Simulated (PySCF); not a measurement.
`c1cc([SiH2][GeH3])sc1`, C₄H₈GeSSi

Geometry (Å), atoms numbered from 1 in this order:
```xyz
15

Ge   -2.7870    0.4934   -0.3020
Si   -1.2198   -1.0711    0.4547
C     0.4987   -0.3428    0.3061
C     1.5066   -0.6654   -0.5544
C     2.6585    0.1358   -0.4075
C     2.5161    1.0694    0.5677
S     0.9754    0.9826    1.3201
H    -2.5535    1.0122   -1.6905
H    -2.8944    1.7435    0.5186
H    -4.1997   -0.0089   -0.3570
H    -1.2353   -2.2914   -0.3577
H    -1.4609   -1.4191    1.8592
H     1.4212   -1.4599   -1.2746
H     3.5484    0.0228   -1.0011
H     3.2212    1.8069    0.8967
```

Level of theory: GIAO B97-2/pcSseg-1 magnetisability, rotational g tensor and spin-rotation constants, non-relativistic, gas phase (PySCF 2.14.0). Geometry: GFN2-xTB.

The calculation is non-relativistic, which matters for the atoms heavier than Zn.

(1) Give the nuclear spin-rotation constants along the inertial axes (H = +C I·J) beside the isotropic shieldings.

(2) How do the rotational constants and the g tensor change when H8, H9, H10, H11, H12, H13, H14, H15 are replaced by deuterium?

Results:

(1) Rotational constants 2.8108, 0.5669, 0.5342 GHz. A star marks the isotopologue with that one atom substituted, in its own axes.
| atom | isotope | Caa (kHz) | Cbb (kHz) | Ccc (kHz) | mean (kHz) | σ (ppm) |
| --- | --- | --- | --- | --- | --- | --- |
| H8 | 1H | -0.272 | -0.057 | 0.015 | -0.104 | 28.8 |
| H9 | 1H | -0.266 | 0.014 | -0.051 | -0.101 | 28.6 |
| H10 | 1H | 0.050 | -0.051 | -0.050 | -0.017 | 28.7 |
| H11 | 1H | -0.251 | 0.024 | -0.047 | -0.091 | 27.0 |
| H12 | 1H | -0.252 | -0.051 | 0.025 | -0.092 | 26.9 |
| H13 | 1H | -0.251 | 0.043 | -0.043 | -0.084 | 24.4 |
| H14 | 1H | 0.051 | -0.045 | -0.020 | -0.004 | 24.6 |
| H15 | 1H | 0.020 | 0.001 | -0.057 | -0.012 | 24.2 |
| Ge1 | 73Ge* | -0.633 | -0.131 | -0.124 | -0.296 | 1684.3 |
| Si2 | 29Si* | -1.440 | -0.310 | -0.300 | -0.683 | 426.5 |
| C3 | 13C* | 1.082 | 0.204 | 0.117 | 0.468 | 51.3 |
| C4 | 13C* | 0.945 | 0.235 | 0.120 | 0.433 | 48.0 |
| C5 | 13C* | 1.075 | 0.178 | 0.125 | 0.459 | 57.3 |
| C6 | 13C* | 1.119 | 0.204 | 0.119 | 0.481 | 46.1 |
| S7 | 33S* | 1.045 | 0.229 | 0.185 | 0.486 | 246.5 |

For the geometry as given, no vibrational averaging.

(2) Constants 2.4132, 0.5256, 0.4944 GHz; g -0.0280, -0.0075, -0.0001, against -0.0323, -0.0082, -0.0001 before.
